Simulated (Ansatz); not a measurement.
Reaction (atomization): `C=C[SiH2]C=N` → 3 C• + 7 H• + N• + Si•

Program: Ansatz. Geometries: PBE0-D4/def2-TZVP. ΔE: electronic, gas phase. CBS: MP2 limit from def2 TZ/QZ plus the TZ coupled-cluster correction, frozen cores. This one scheme is used for every species, atoms too. Functionals use def2-TZVPP. Open shells (•) are unrestricted, without spin–orbit coupling. Spin–orbit coupling would lower the free atoms: a little for C, Si. Each species was taken in one conformer, which may not be the lowest.

`C=C[SiH2]C=N`:

Z-matrix (Å, degrees):
```
Si
C 1 1.852
C 1 1.891 2 111.0
H 1 1.489 2 110.0 3 -121.0
H 1 1.491 2 112.2 3 119.0
C 2 1.330 1 122.7 3 127.4
H 2 1.088 1 118.6 3 -51.9
N 3 1.270 1 119.4 2 7.4
H 3 1.102 1 118.7 2 -173.7
H 6 1.087 2 121.8 1 -0.1
H 6 1.087 2 122.1 1 -179.8
H 8 1.023 3 111.6 1 179.0
```

```
             level  ΔE (kcal/mol)
         r2SCAN-D4         1095.2
SCS-MP2/def2-TZVPP         1079.3
```

Task: What does CCSD(T)/CBS give? (An estimate is asked.)

Result: Ansatz gave: +1095.1 kcal/mol. The listed levels differ from it by 0.1, -15.8 kcal/mol.

Largest T1 diagnostic among the species: 0.012.

From PBE to PBE0 (25 % exact exchange), in def2-TZVPP and without D4, ΔE moves by −20.3 kcal/mol: exact exchange takes away binding that semilocal exchange gives to molecules. The D4 term adds +9.2 kcal/mol with B3LYP and +4.9 kcal/mol with PBE0; it sums over pairs of atoms, weighted by their polarisabilities, and B3LYP, whose exchange is more repulsive, gets the larger term.

B3LYP here is the variant with VWN-RPA as its local correlation; programs differ in this.

For atomizations the MP2-based limit and the directly extrapolated one differ by several kJ/mol either way, and by 10 to 25 for some Ge, Se and Sn compounds, so smaller differences from it don't rank the levels.
